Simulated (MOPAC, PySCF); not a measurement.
H2B2O, SMILES `O=BB`, neutral singlet in the gas phase. 

Cartesian coordinates (Å):
SMILES: BB=O
```xyz
5

B     -0.6277     0.0074     0.3969
B      0.9393    -0.0111    -0.1734
O      2.0707    -0.0244    -0.5855
H     -1.2100    -1.0098     0.5831
H     -1.1722     1.0378     0.6207
```
Charge 0, spin multiplicity 1.

All levels are single points at this geometry (B3LYP-D3(BJ)/def2-TZVP); Pople sets use spherical d functions. Orbital energies aren't observables, and empty levels follow the basis.

```
level                            HOMO (eV)  LUMO (eV)  gap (eV)  dipole (D)  vertical IE, Delta-SCF (eV)
-------------------------------  ---------  ---------  --------  ----------  ---------------------------
B3LYP-D3(BJ)/def2-TZVP in PySCF      -9.74      -3.69      6.05        2.98                            –
B3LYP/3-21G in PySCF                 -9.67      -3.43      6.24        2.52                            –
BP86/6-31G* in PySCF                 -8.32      -4.20      4.13        2.43                            –
M06-2X/6-31G* in PySCF              -11.24      -2.14      9.10        2.86                            –
SVWN5/6-31G* in PySCF                -8.37      -4.41      3.96        2.45                        12.25
HF/6-31G* in PySCF                  -13.46       0.60     14.06        3.41                            –
HF/STO-3G in PySCF                  -11.08       4.82     15.90        1.80                            –
PM3 in MOPAC                        -13.41      -0.97     12.44        1.27                            –
PM7 in MOPAC                        -10.97      -1.11      9.87        1.92                            –
```
